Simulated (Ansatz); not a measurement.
`C=C1CBO1` at its PBE0-D4/def2-TZVP geometry, where that method's forces vanish. The species carries charge 0 and has multiplicity 1.

```xyz
10

C     1.2562   -1.1405    0.4563
C     0.2468   -0.3997    0.0470
C    -0.2099    1.0350    0.1275
B    -1.3920    0.4061   -0.7124
O    -0.8478   -0.8606   -0.7018
H     1.3014   -2.1973    0.2275
H     2.0543   -0.6899    1.0301
H     0.4422    1.7552   -0.3694
H    -0.4327    1.3926    1.1343
H    -2.4185    0.6991   -1.2390
```

(1) What forces (eV/Å) does PBE-D4/def2-TZVPP give on these atoms in Ansatz 0.2.0? (Best estimate.)

Results:

(1) Computed: 
```
C1   0.304 -0.237  0.120
C2   0.066  0.340  0.120
C3  -0.057  0.065 -0.018
B4  -0.214  0.436 -0.019
O5  -0.280 -0.730 -0.339
H6   0.028 -0.225 -0.038
H7   0.174  0.078  0.120
H8   0.133  0.163 -0.083
H9  -0.034  0.094  0.202
H10 -0.120  0.017 -0.066
```
